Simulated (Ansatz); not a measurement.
Cost and result up the ladder for the cluster Pb₅Se₁₀ (15 atoms). The state is a singlet with charge 0. Geometry: PBE-D4/def2-SVP.

```csv
atom,x (Å),y (Å),z (Å)
Pb1,-0.274,-1.222,-2.135
Pb2,-2.272,2.724,-2.769
Pb3,0.376,1.968,0.259
Pb4,0.166,-3.255,2.446
Pb5,3.107,-1.610,1.397
Se6,-2.356,-2.796,3.537
Se7,-1.452,-2.954,0.070
Se8,-2.005,0.704,-0.864
Se9,0.498,3.148,-3.372
Se10,-0.390,4.486,-1.595
Se11,1.682,1.025,-2.145
Se12,2.508,-1.344,-1.240
Se13,-2.484,-1.371,1.601
Se14,0.343,-0.281,2.223
Se15,2.553,0.778,2.587
```

Ansatz on 2 threads of AMD EPYC 7R13 on a shared host and a share (18 GiB) of an NVIDIA H100 80GB HBM3. Times are rough, and most runs start from the orbitals of an earlier one. No level here is sound enough to serve as a yardstick. Binding counts from free atoms at the same level (Pb triplet, Se triplet; other spins of the atoms weren't run), without zero-point energy or a counterpoise term.

In the def2 sets Pb takes a core potential; there is no spin–orbit coupling. Correlated methods freeze 110 core orbitals; core or outer-core shells of Pb, Se are correlated, in sets that lack core-valence functions. The rows differ in basis, and correlated rows in double-zeta sets carry the largest basis error. Single mean-field runs in def2-SVP, def2-TZVP are fitted with def2-universal-jkfit. Another isomer (singlet) lies 1.32 eV lower at PBE0-D4/def2-TZVP; other spin states weren't run for this one.

Correlated methods converge slowly with the basis, most of all in double-zeta sets.

```
                        level  functions  wall time  binding energy per atom (eV)
           r2SCAN-D4/def2-SVP        450        6 s                          2.74
PBE-D4/def2-SVP (with forces)        450      6.5 s                          2.98
             PBE0-D4/def2-SVP        450      7.5 s                          2.75
             PBE-D4/def2-TZVP        730      7.5 s                          2.98
              B97M-V/def2-SVP        450        9 s                          2.70
                 MP2/def2-SVP        450       10 s                          2.42
            PBE0-D4/def2-TZVP        730       12 s                          2.77
             RPA@PBE/def2-SVP        450       14 s                          2.04
```
